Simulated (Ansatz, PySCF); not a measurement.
Gas-phase reaction (SMILES): CSB(C)C [dimethyl(methylsulfanyl)borane] + Cl (HCl) -> CB(C)Cl [chloro(dimethyl)borane] + CS (CH4S) [methanethiol]; hydrogen chloride cleaves one B-S bond, a model of a ligand-exchange step.

Each molecule is optimised on its own at B3LYP-D3(BJ)/def2-TZVP (Ansatz, a first-principles code), one conformer each, not searched for the lowest. Valence correlation only, unless marked. Spin-orbit coupling is left out. Non-relativistic. Basis-set limits of correlation are two-point, X^-3; Hartree-Fock from the larger set. Thermal terms are rigid-rotor harmonic-oscillator values from B3LYP-D3(BJ) frequencies (Ansatz or PySCF) at 298.15 K and 1 atm. 1 Eh = 627.5095 kcal/mol.

| species | E, CCSD(T)/CBS(cc-pV(T+d)Z,cc-pV(Q+d)Z) (Ansatz) (Eh) | E, B3LYP-D3(BJ)/def2-TZVPD (Ansatz + dftd3) (Eh) | H - E (Eh) |
|---|---|---|---|
| CSB(C)C | -542.18125 | -542.93912 | 0.12535 |
| Cl (HCl) | -460.37849 | -460.83744 | 0.01000 |
| CB(C)Cl | -564.34147 | -565.02254 | 0.08494 |
| CS (CH4S) | -438.22076 | -438.75720 | 0.05042 |

Problem. Work out ΔE and ΔH at 298.15 K at the first level, then ΔH at the second.

Solution. 
1. ΔE = [(-564.34147) + (-438.22076)] - [(-542.18125) + (-460.37849)] = -0.00249 Eh = -1.6 kcal/mol at CCSD(T)/CBS(cc-pV(T+d)Z,cc-pV(Q+d)Z).
2. The terms H - E add up to 0.00001 Eh, so ΔH = (-0.00249 + (0.00001))×627.5095 = -1.6 kcal/mol.
3. At B3LYP-D3(BJ)/def2-TZVPD the same steps give ΔE = -2.0 and ΔH = -2.0 kcal/mol, a shift of -0.4 from the first level.
4. These values are not checked against measurement here, since the tables used lack a sound gas-phase enthalpy of formation for at least one species.
